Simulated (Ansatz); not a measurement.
Relaxation of CH7AlBSi (11 atoms, charge 1, multiplicity 1), to a largest force component of 0.02 eV/Å in at most 50 steps.

Computed with Ansatz, RKS B3LYP/def2-SVP.

```xyz
11
Properties=species:S:1:pos:R:3
C -1.983 0.870 0.077
Si -0.606 0.078 -0.944
B 1.283 0.148 -0.554
Al 2.276 -1.181 0.867
H -2.581 1.550 -0.530
H -1.603 1.436 0.928
H -2.662 0.110 0.466
H -1.193 -0.674 -2.060
H 1.941 0.990 -1.050
H 3.796 -1.217 1.129
H 1.331 -2.111 1.671
```

Where does it end, and by what steps?

The forces met the threshold. The force dipped under the threshold on the way, but the program's further checks kept it going. Limits of this set-up: the dipole of an ion depends on the origin. After 18 steps the energy has fallen by 0.349 eV; H10 moved furthest, 1.68 Å.

| step | energy less start (eV) | largest force component (eV/Å) | accepted |
| --- | --- | --- | --- |
| 0 | 0.0000 | 1.161 | yes |
| 1 | -0.1423 | 0.345 | yes |
| 2 | -0.1579 | 0.085 | yes |
| 3 | -0.1662 | 0.157 | yes |
| 4 | -0.1769 | 0.286 | yes |
| 5 | -0.1891 | 0.360 | yes |
| 6 | -0.2094 | 0.504 | yes |
| 7 | -0.2355 | 0.425 | yes |
| 8 | -0.2742 | 0.220 | yes |
| 9 | -0.3037 | 0.089 | yes |
| 10 | -0.3232 | 0.121 | yes |
| 11 | -0.3326 | 0.184 | yes |
| 12 | -0.3320 | 0.286 | no |
| 13 | -0.3416 | 0.067 | yes |
| 14 | -0.3459 | 0.019 | yes |
| 15 | -0.3479 | 0.075 | yes |
| 16 | -0.3396 | 0.344 | no |
| 17 | -0.3484 | 0.035 | yes |
| 18 | -0.3488 | 0.017 | yes |

```xyz
11
Properties=species:S:1:pos:R:3
C -2.076 0.745 -0.023
Si -0.551 0.257 -0.946
B 1.259 0.305 -0.264
Al 2.244 -1.229 0.920
H -2.708 1.371 -0.679
H -1.864 1.287 0.909
H -2.662 -0.165 0.203
H -0.784 -0.456 -2.230
H 2.029 1.217 -0.449
H 3.044 -2.296 0.084
H 2.070 -1.037 2.474
```

Time of the run: 30 s on 2 threads of Intel(R) Xeon(R) 6975P-C (Granite Rapids), on a shared host, peak memory 0.21 GiB.
